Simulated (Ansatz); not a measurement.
Input file for Ansatz (an electronic-structure program): U-r2SCAN/def2-TZVPP on PtH, 2S+1 = 2, a spin state set in the input, which need not be the lowest, a point of a bond scan (R = 1.525 Å). Elements past Kr take the def2 small-core potentials; no spin–orbit coupling.

Ansatz 0.2 input:
```yaml
crystal:
  periodic: [false, false, false]
  atoms:
    - {symbol: Pt, position_ang: [0.00000000, 0.00000000, 0.00000000]}
    - {symbol: H, position_ang: [0.00000000, 0.00000000, 1.52537500]}
basis:
  gaussian:
    orbitals: def2-TZVPP
    pivot_positions_ang: [[0.00000000, 0.00000000, 0.00000000], [0.00000000, 0.00000000, 1.52537500]]
hamiltonian:
  xc: {name: r2SCAN}
magnetization: {spin_polarized: true, initial_magnetization: 1}
output: {forces: true, orbitals: {seedname: ./end}}
```

Problem. What total energy does the run end on?

Solution. -119.9409 hartree.

Problem. How many basis functions does it have, and what does it roughly cost on one machine?

Solution. 70 functions; very roughly 10 core-seconds.
